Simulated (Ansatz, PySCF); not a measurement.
CH5F3Si2, SMILES C([SiH2]F)[SiH](F)F. Atoms are numbered in the order given.

```xyz
11

Si     1.7690    -0.6840    -0.1995
F      2.0836     0.5291     0.8443
C      0.2073    -0.2241    -1.1177
Si    -1.0980     0.5241    -0.0396
F     -2.5504     0.3149    -0.7181
F     -1.1322    -0.2870     1.3596
H      1.5860    -1.9371     0.5779
H      2.9310    -0.7963    -1.1232
H     -0.2097    -1.1317    -1.5891
H      0.4439     0.4859    -1.9284
H     -0.9318     1.9641     0.2451
```

The structure is a stationary point at PBE0-D3(BJ)/def2-SVP. The structure was generated by enumeration, and PubChem lists no compound with its InChIKey, so it may never have been made. One conformer was computed; it need not be the lowest.

Two levels are set side by side: PBE-D3(BJ)/def2-SVP (Ansatz, a program for electronic structure) and PBE0-D3(BJ)/def2-SVP (Ansatz). Each level has its own optimised geometry; the coordinates shown are those of the second. Frequencies come from the Hessian of PySCF at each geometry. Differences are taken from unrounded values.

```tsv
quantity	PBE0-D3(BJ)
mean bond length (Å)	1.525
bond Si1–F2 (Å)	1.631
bond Si1–C3 (Å)	1.869
bond C3–Si4 (Å)	1.851
bond Si4–F5 (Å)	1.617
bond Si4–F6 (Å)	1.618
bond Si1–H7 (Å)	1.486
bond Si1–H8 (Å)	1.489
bond C3–H9 (Å)	1.104
bond C3–H10 (Å)	1.103
bond Si4–H11 (Å)	1.477
highest harmonic wavenumber (cm⁻¹)	3142
mean harmonic wavenumber (cm⁻¹)	1019
zero-point energy (kcal/mol)	39.35
```

### Question
What does PBE-D3(BJ) give, and how far is it from PBE0-D3(BJ)? (The exact figures need the calculation; the answer reports its results.)

### Answer

```tsv
quantity	PBE-D3(BJ)	PBE-D3(BJ) minus PBE0-D3(BJ)
mean bond length (Å)	1.537	0.012
bond Si1–F2 (Å)	1.646	0.015
bond Si1–C3 (Å)	1.881	0.012
bond C3–Si4 (Å)	1.864	0.013
bond Si4–F5 (Å)	1.632	0.016
bond Si4–F6 (Å)	1.634	0.016
bond Si1–H7 (Å)	1.498	0.012
bond Si1–H8 (Å)	1.501	0.012
bond C3–H9 (Å)	1.112	0.008
bond C3–H10 (Å)	1.111	0.008
bond Si4–H11 (Å)	1.490	0.012
highest harmonic wavenumber (cm⁻¹)	3057	-85
mean harmonic wavenumber (cm⁻¹)	986	-34
zero-point energy (kcal/mol)	38.05	-1.30
```

Exact exchange shortens and stiffens bonds; PBE has none. Differences between two approximate levels are no errors against the true value.
